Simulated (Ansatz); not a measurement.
The cluster Sn₄H₈. Charge 0, multiplicity 1. Geometry PBE-D4/def2-SVP.

```xyz
12

Sn    0.5353   -1.9659    1.7878
Sn    1.3096    1.3036    0.6453
Sn   -0.5765    0.8452   -1.4272
Sn   -1.6335   -1.4277   -0.1017
H     1.5939   -1.9050    0.3255
H    -1.4329    2.3456   -1.6411
H    -3.2002   -0.9109    0.4657
H     3.0125    1.0268    0.4841
H    -1.9729   -2.6039   -1.3424
H     0.8361    0.0174    1.9137
H     1.1290    2.6466    1.7383
H     0.3995    0.6282   -2.8479
```

In the def2 sets Sn takes a core potential, while STO-3G treats all electrons; there is no spin–orbit coupling. The structure comes from a short search, and lower isomers may exist.

Estimate the orbital energies around the gap (eV) in Ansatz with HF/STO-3G, PBE-D4/def2-SVP, PBE-D4/def2-TZVP, r2SCAN-D4/def2-TZVP, PBE0-D4/def2-TZVP.


```tsv
orbital	HF/STO-3G	PBE-D4/def2-SVP	PBE-D4/def2-TZVP	r2SCAN-D4/def2-TZVP	PBE0-D4/def2-TZVP
HOMO−9	-13.87	-12.08	-12.11	-12.53	-13.62
HOMO−8	-12.55	-10.92	-10.95	-11.32	-12.34
HOMO−7	-10.80	-8.43	-8.46	-8.82	-9.69
HOMO−6	-10.09	-8.08	-8.12	-8.46	-9.29
HOMO−5	-9.90	-7.81	-7.86	-8.20	-9.08
HOMO−4	-9.38	-7.48	-7.53	-7.86	-8.70
HOMO−3	-8.91	-7.40	-7.45	-7.76	-8.56
HOMO−2	-7.04	-6.42	-6.48	-6.75	-7.50
HOMO−1	-6.54	-6.23	-6.28	-6.52	-7.17
HOMO	-4.06	-5.36	-5.43	-5.62	-6.21
LUMO	5.36	-2.93	-2.99	-2.87	-2.30
LUMO+1	7.64	-1.84	-1.97	-1.76	-1.27
LUMO+2	8.89	-1.72	-1.86	-1.65	-1.13
LUMO+3	9.09	-1.12	-1.29	-1.12	-0.59
LUMO+4	9.92	-0.95	-1.12	-0.93	-0.40
LUMO+5	10.73	-0.65	-0.81	-0.55	-0.08
```
